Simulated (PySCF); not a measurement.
# Electron correlation in Nb⁺ (niobium, charge +1)

[Kr] 4d4, high-spin 5D determinant. Computed with PySCF 2.14 in def2-TZVPPD with the def2 core potential (28 electrons) (6s4p3d2f1g, 56 functions), with scalar relativity through the core potential. Frozen: nothing; 12 electrons correlated.

| level | correlation energy (mhartree) |
| --- | --- |
| CCSD | -285.63 |
| (T) | -6.82 |
| CCSD(T) | -292.45 |

Diagnostics: T1 = 0.018, D1 = 0.0865, largest double amplitude 0.023.

Problem. Is a single reference adequate?

Solution. Yes, within this model without spin-orbit coupling: T1 lies below 0.03 and no double amplitude reaches 0.07.

The basis has no tight functions for the innermost shells, so their pair energies are far from complete.

This basis was not built for core-valence correlation, so the inner-shell part is incomplete.
